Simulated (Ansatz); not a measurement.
`C=C[SiH](C)O` + H–F → `C[SiH](O)F` + ethylene at 298.15 K and 1 bar (ligand exchange at the Si–C bond).

Gas-phase electronic energies from Ansatz, PBE0-D4/def2-TZVP geometries. CBS: MP2 limit from def2 TZ/QZ plus the TZ coupled-cluster correction, frozen cores. This one scheme is used for every species. Each species was taken in one conformer, which may not be the lowest.

| species | CCSD(T)/CBS energy (Eh) | H − E (kJ/mol) | S (J/(mol·K)) |
| --- | --- | --- | --- |
| `C=C[SiH](C)O` | -483.27044 | 291.2 | 353.4 |
| H–F | -100.39570 | 33.5 | 173.6 |
| `C[SiH](O)F` | -505.24344 | 182.7 | 314.7 |
| `C=C` | -78.48111 | 144.6 | 218.9 |

H − E and S are ideal-gas, rigid-rotor, harmonic terms from PBE0-D4/def2-TZVP, for one conformer and one mirror image of each species. 1 Eh = 2625.50 kJ/mol, R = 8.31446 J/(mol·K).

Task: By hand: ΔE, ΔH, ΔS and ΔG.

Result: ΔE = (-505.24344) + (-78.48111) − (-483.27044) − (-100.39570) = -0.05841 Eh = -153.4 kJ/mol. Δ(H − E) = 182.7 + 144.6 − 291.2 − 33.5 = 2.6, so ΔH = -150.8 kJ/mol. ΔS = 314.7 + 218.9 − 353.4 − 173.6 = 6.6 J/(mol·K). ΔG = -150.8 − 298.15 × (6.6)/1000 = -152.8 kJ/mol.

Task: By hand: the equilibrium constant, and the temperature at which ΔG would vanish if ΔH and ΔS stayed fixed.

Result: log₁₀ K = −ΔG/(RT ln 10) = 26.8. ΔH and −TΔS have one sign here, so there is no such temperature.

The number of gas molecules stays the same, so ΔS is small and ΔH decides. A doubt of 5 kJ/mol in ΔE shifts log₁₀ K by 0.9 here. Other conformers and mirror images would add mixing entropy, several J/(mol·K) or more a flexible species. These are equilibria of isolated gas molecules and say nothing of rates. Largest T1 diagnostic: 0.011 (customary marks: 0.02 for closed shells, 0.045 for open ones).

ΔS is within the doubt of such terms, so its sign, and with it that verdict, could turn.
